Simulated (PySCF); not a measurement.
Mg(I)(SiH3) (H₃IMgSi), SMILES [I][Mg][SiH3]. Geometry optimised at PBE-D3(BJ)/def2-SVP. The def2 effective core potentials stand for the cores of I; spin–orbit coupling is left out.

Level of theory: PySCF with PBE-D3(BJ)/def2-SVP.

Harmonic wavenumbers (cm⁻¹): 86, 86, 187, 380, 380, 431, 803, 904, 904, 2123, 2138, 2138. Rotational constants (GHz): 85.34, 0.6896, 0.6896; symmetry number 3.

### Question
Work out the zero-point energy and the ideal-gas rigid-rotor harmonic-oscillator thermochemistry at 298.15 K and 1 atm.

### Answer
ZPE = ½ Σ hcν = ½ × 10560 cm⁻¹ = 15.10 kcal/mol. H − E(el) = 19.49 kcal/mol. Entropy in cal/(mol K): translation 41.51, rotation 24.29, vibration 13.18, total 78.98. G − E(el) = -4.05 kcal/mol. Cp = 19.81 cal/(mol K). Modes under 150 cm⁻¹ make the vibrational entropy uncertain.
